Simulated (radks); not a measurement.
Results of a calculation; reference values are marked as such.
Coulomb parameter of the 4f shell of the praseodymium ion Pr2+ in the model configuration [Xe] 4f2 6s1, as a second difference U = [E(n + 0.25) + E(n - 0.25) - 2 E(n)] / (0.25)^2 with all orbitals relaxed. "Bare": the charge of the atom changes with n. "Screened": the 6s shell takes up the change at fixed total charge, which measures U(4f,4f) + U(6s,6s) - 2 U(4f,6s). Code: a radial shooting solver on a logarithmic mesh with Libxc functionals. Model: scalar-relativistic Kohn-Sham, r2SCAN, spin-unpolarised, spherical densities, finite nucleus; meta-GGA in the generalised Kohn-Sham scheme; Fermi nuclear charge, rms radius 4.8919 fm.

case                 configuration  E - E(n) (eV)
start                 [Xe] 4f2 6s1          0.000
bare +0.25         [Xe] 4f2.25 6s1         -4.842
bare -0.25         [Xe] 4f1.75 6s1          5.870
screened +0.25  [Xe] 4f2.25 6s0.75         -1.432
screened -0.25  [Xe] 4f1.75 6s1.25          1.846

U(bare) = 16.445 eV, U(screened by 6s) = 6.618 eV, against the Slater integral F0(4f,4f) = 24.778 eV with frozen orbitals.
